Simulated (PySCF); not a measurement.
A geometry optimisation, step by step.

C2H3FTe.
Atom-mapped SMILES: `[CH3:1][C:2]([F:3])=[Te:4]` (hydrogens: H5, H6, H7 on C1)

Method: PBE0-D3(BJ)/def2-SVP geometry optimisation, gas phase, def2 core potentials past Kr in PySCF 2.14.0; density fitting, grid level 1; the optimiser is geomeTRIC in internal coordinates, started from a GFN2-xTB structure with every atom displaced at random (about 0.01 Å). The frame can shift and turn from step to step; on so coarse a grid that alone can change the energy by a few meV, and forces under 0.02 eV/Å are noise.

Step 0: E = -12123.3466 eV, largest atomic force 1.694 eV/Å
```
atom  x, y, z in Å  |  force x, y, z in eV/Å
C1     -0.691   -0.104    0.084   -0.569   1.301  -0.446
C2      0.730    0.138   -0.124    1.405   0.791  -0.520
F3      0.951    1.299   -0.787   -0.338  -1.101   0.635
Te4     2.287   -0.993    0.419   -0.444   0.298  -0.130
H5     -1.142    0.740    0.641    0.123  -0.028   0.011
H6     -0.890   -1.007    0.602   -0.148  -1.190   0.632
H7     -1.212   -0.102   -0.885   -0.029  -0.071  -0.182
```

Step 1: E = -12123.3806 eV, largest atomic force 0.627 eV/Å
```
atom  x, y, z in Å  |  force x, y, z in eV/Å
C1     -0.705   -0.006    0.055   -0.101  -0.151   0.152
C2      0.763    0.099   -0.111   -0.059  -0.623  -0.039
F3      1.091    0.901   -1.096    0.072   0.388  -0.091
Te4     2.134   -0.954    0.854    0.098   0.096   0.077
H5     -1.115    0.917    0.498    0.011   0.032   0.059
H6     -0.963   -0.873    0.685    0.007   0.281  -0.063
H7     -1.173   -0.112   -0.935   -0.028  -0.024  -0.094
```

Step 2: E = -12123.4022 eV, largest atomic force 0.334 eV/Å
```
atom  x, y, z in Å  |  force x, y, z in eV/Å
C1     -0.708   -0.021    0.046   -0.001  -0.170  -0.058
C2      0.762    0.043   -0.145   -0.082   0.125   0.298
F3      1.077    0.938   -1.060    0.113   0.008  -0.101
Te4     2.163   -0.937    0.863   -0.068   0.016  -0.129
H5     -1.074    0.923    0.488    0.070   0.016  -0.019
H6     -0.989   -0.856    0.696   -0.015   0.020   0.004
H7     -1.198   -0.121   -0.937   -0.018  -0.015   0.006
```

Step 3: E = -12123.4062 eV, largest atomic force 0.124 eV/Å
```
atom  x, y, z in Å  |  force x, y, z in eV/Å
C1     -0.710   -0.024    0.046    0.028   0.043  -0.113
C2      0.760    0.058   -0.135    0.006  -0.033   0.094
F3      1.095    0.940   -1.059   -0.089   0.018   0.005
Te4     2.153   -0.940    0.852    0.040  -0.043   0.005
H5     -1.077    0.922    0.484   -0.001   0.019  -0.018
H6     -0.989   -0.855    0.701    0.016   0.002   0.014
H7     -1.198   -0.130   -0.938   -0.001  -0.007   0.013
```

Step 4: E = -12123.4067 eV, largest atomic force 0.162 eV/Å
```
atom  x, y, z in Å  |  force x, y, z in eV/Å
C1     -0.709   -0.023    0.043   -0.010  -0.009   0.073
C2      0.762    0.060   -0.118   -0.078  -0.049  -0.133
F3      1.078    0.942   -1.048    0.087   0.059   0.029
Te4     2.162   -0.953    0.846    0.009   0.004   0.013
H5     -1.075    0.928    0.469   -0.026   0.008  -0.014
H6     -0.996   -0.848    0.702   -0.014  -0.003   0.023
H7     -1.188   -0.136   -0.944    0.031  -0.010   0.009
```

Step 5: E = -12123.4085 eV, largest atomic force 0.032 eV/Å
```
atom  x, y, z in Å  |  force x, y, z in eV/Å
C1     -0.710   -0.024    0.043    0.005   0.012   0.030
C2      0.760    0.057   -0.123    0.000  -0.005  -0.030
F3      1.086    0.952   -1.039    0.011   0.009   0.027
Te4     2.159   -0.957    0.844   -0.008  -0.006  -0.009
H5     -1.077    0.930    0.463   -0.011   0.003  -0.019
H6     -0.996   -0.845    0.707   -0.001   0.000   0.007
H7     -1.189   -0.142   -0.944    0.005  -0.013  -0.005
```

Step 6: E = -12123.4093 eV, largest atomic force 0.028 eV/Å
```
atom  x, y, z in Å  |  force x, y, z in eV/Å
C1     -0.710   -0.023    0.042    0.002   0.013   0.015
C2      0.760    0.057   -0.122    0.019   0.021  -0.001
F3      1.092    0.961   -1.026   -0.014  -0.005   0.018
Te4     2.155   -0.968    0.838   -0.002  -0.019  -0.005
H5     -1.081    0.934    0.451   -0.002   0.001  -0.018
H6     -0.998   -0.839    0.712    0.001   0.003  -0.001
H7     -1.185   -0.152   -0.945   -0.005  -0.014  -0.007
```

Step 7: E = -12123.4102 eV, largest atomic force 0.045 eV/Å
```
atom  x, y, z in Å  |  force x, y, z in eV/Å
C1     -0.710   -0.021    0.041    0.000   0.008  -0.001
C2      0.761    0.057   -0.117    0.035   0.021   0.017
F3      1.099    0.972   -1.008   -0.022  -0.013   0.013
Te4     2.150   -0.987    0.831   -0.012  -0.011  -0.011
H5     -1.085    0.942    0.433    0.005   0.002  -0.011
H6     -1.001   -0.829    0.719    0.002   0.006  -0.003
H7     -1.179   -0.164   -0.948   -0.007  -0.012  -0.004
```

Step 8: E = -12123.4111 eV, largest atomic force 0.027 eV/Å
```
atom  x, y, z in Å  |  force x, y, z in eV/Å
C1     -0.710   -0.016    0.039   -0.007   0.001  -0.010
C2      0.762    0.057   -0.110    0.010   0.022   0.010
F3      1.108    0.986   -0.983   -0.010  -0.005  -0.003
Te4     2.140   -1.016    0.820    0.006  -0.018   0.003
H5     -1.089    0.954    0.407    0.007   0.002  -0.003
H6     -1.007   -0.813    0.728   -0.001   0.005   0.001
H7     -1.170   -0.180   -0.951   -0.005  -0.007   0.002
```

Step 9: E = -12123.4114 eV, largest atomic force under 0.02 eV/Å
```
atom  x, y, z in Å  |  force x, y, z in eV/Å
C1     -0.710   -0.011    0.038   -0.002   0.002  -0.008
C2      0.763    0.056   -0.103    0.017  -0.004   0.005
F3      1.117    0.995   -0.962   -0.004  -0.009   0.002
Te4     2.131   -1.047    0.809   -0.014   0.008  -0.007
H5     -1.090    0.967    0.383    0.004   0.002   0.003
H6     -1.013   -0.796    0.738    0.000   0.003   0.003
H7     -1.163   -0.194   -0.952   -0.001  -0.001   0.003
```

Q: Summarise the path.

A: The energy falls by 0.0648 eV from step 0 to step 9; nine tenths of that is first reached at step 3. It falls at every step. The largest force goes from 1.694 to under 0.02 eV/Å. Among the bonds C1–H6 changes most (a near tie, within 0.001 Å, with another), from 1.059 to 1.094 Å; the atoms move by 0.020 Å rms after alignment.

What follows is the cost of the whole optimisation. On one thread of an Intel Xeon 6975P-C, shared host, this took 27 s and 0.37 GiB of memory at its peak.
